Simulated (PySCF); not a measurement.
**Question.** Write Cartesian coordinates for `C#[C][Al@@H-]([NH3+])[Br]` as optimised with PBE0-D3(BJ)/def2-SVP.

**Answer.** 
```xyz
10
C2H5AlBrN angstrom
C      2.625    0.150   -0.481
C      1.556    0.080    0.108
Al    -0.145   -0.016    1.017
N     -1.377    0.126   -0.601
Br    -0.778   -2.135    1.668
H      3.572    0.203   -0.989
H     -0.619    1.172    1.955
H     -1.252    0.997   -1.121
H     -1.172   -0.646   -1.240
H     -2.361    0.049   -0.338
```

Orientation and origin are arbitrary. Atoms count from 1 in this order. Al3 (aluminium bonded to Br, C, N and H) is distorted tetrahedral (angles from 97.0° to 120.3°). N4 (nitrogen bonded to Al and 3 H) is tetrahedral (angles from 107.3° to 112.9°).

Bonds between heavy atoms (Å): C1≡C2 1.222, C2–Al3 1.932, Al3–N4 2.039, Al3–Br5 2.305.

The calculation used PBE0-D3(BJ)/def2-SVP geometry optimisation, gas phase (PySCF).

Point group: C1 (no symmetry element, even within 0.4 Å). PBE0-D3(BJ)/def2-SVP frequencies: not computed here.

Hardware: an Arm Neoverse V1 with one thread (shared host). Cost: 80 s wall, 0.50 GiB resident at most. That covers the optimisation of the geometry.
